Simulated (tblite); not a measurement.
C₃H₆BClO.
Numbering: `[Cl:1][C@@H:2]1[CH2:3][BH:4][O:5][CH2:6]1` (hydrogens: H7 on C2; H8, H9 on C3; H10 on B4; H11, H12 on C6)

Computed with GFN2-xTB (tblite), gas phase: L-BFGS steps from a force-field or distance-geometry start until the largest atomic force falls under 0.01 eV/Å.

Step 28: E = -527.2877 eV
```
atom  x, y, z in Å  |  force x, y, z in eV/Å
Cl1     0.4980   -0.2969    2.2921   -0.053   0.014  -0.067
C2      0.5017    0.4537    0.6620   -0.033   0.069  -0.025
C3     -0.9256    0.6706    0.1501   -0.024   0.011  -0.027
B4     -1.1258   -0.6264   -0.7582   -0.013  -0.058  -0.055
O5      0.0575   -1.1905   -0.9928    0.062  -0.047   0.007
C6      1.1248   -0.5132   -0.3554   -0.030  -0.023  -0.029
H7      1.0708    1.3749    0.7659    0.091   0.028   0.025
H8     -1.6391    0.8369    0.9540    0.064   0.027  -0.010
H9     -0.9385    1.5556   -0.4958   -0.025   0.001   0.142
H10    -2.0975   -1.0609   -1.2345    0.054  -0.020   0.018
H11     1.7921   -1.2477    0.1074   -0.065   0.040  -0.032
H12     1.6828    0.0431   -1.1209   -0.027  -0.042   0.054
```

Step 29: E = -527.2891 eV
```
atom  x, y, z in Å  |  force x, y, z in eV/Å
Cl1     0.4978   -0.2859    2.2925   -0.054  -0.008  -0.043
C2      0.5001    0.4560    0.6596    0.034   0.004  -0.029
C3     -0.9265    0.6701    0.1471    0.037   0.014   0.021
B4     -1.1233   -0.6230   -0.7612    0.084  -0.086  -0.065
O5      0.0590   -1.1935   -0.9909   -0.023  -0.047  -0.002
C6      1.1242   -0.5167   -0.3547   -0.053   0.036   0.002
H7      1.0740    1.3736    0.7617    0.081   0.061   0.006
H8     -1.6387    0.8225    0.9518    0.003   0.044   0.053
H9     -0.9431    1.5621   -0.4836   -0.037   0.055   0.068
H10    -2.0911   -1.0543   -1.2353   -0.059  -0.073  -0.042
H11     1.7898   -1.2502    0.1086   -0.030   0.024  -0.006
H12     1.6790    0.0386   -1.1216    0.017  -0.024   0.036
```

Task: Estimate the geometry and energy of step 30. (The exact step hangs on the optimiser's Hessian estimate; all steps are aligned on step 29, rigid shifts and turns removed.)

Result: E = -527.2903 eV, largest force 0.107 eV/Å
```
atom  x, y, z in Å  |  force x, y, z in eV/Å
Cl1     0.5054   -0.2750    2.2963   -0.056   0.003  -0.073
C2      0.5005    0.4590    0.6573    0.065   0.004  -0.003
C3     -0.9285    0.6683    0.1488    0.041   0.024   0.027
B4     -1.1226   -0.6223   -0.7655    0.046  -0.071  -0.065
O5      0.0589   -1.1940   -0.9927   -0.020  -0.029  -0.003
C6      1.1232   -0.5193   -0.3537   -0.012   0.027   0.010
H7      1.0771    1.3778    0.7549    0.034   0.010  -0.009
H8     -1.6397    0.8133    0.9566    0.012   0.030   0.044
H9     -0.9524    1.5659   -0.4735   -0.034   0.046   0.055
H10    -2.0896   -1.0503   -1.2470   -0.037  -0.061  -0.023
H11     1.7845   -1.2562    0.1121   -0.041   0.048  -0.005
H12     1.6845    0.0322   -1.1195    0.002  -0.032   0.045
```

The energy changes by -0.0013 eV. The first-order estimate −F·Δx gives -0.0016 eV and the mean of the old and new forces, exact on a quadratic surface, -0.0013 eV. The step makes an angle of 79° with the force vector and moves no atom by more than 0.014 Å.

What follows is the cost of the whole relaxation. On an Arm Neoverse N1 with one thread, shared host with 64 logical CPUs at a one-minute load of 60, this took 0.39 s.
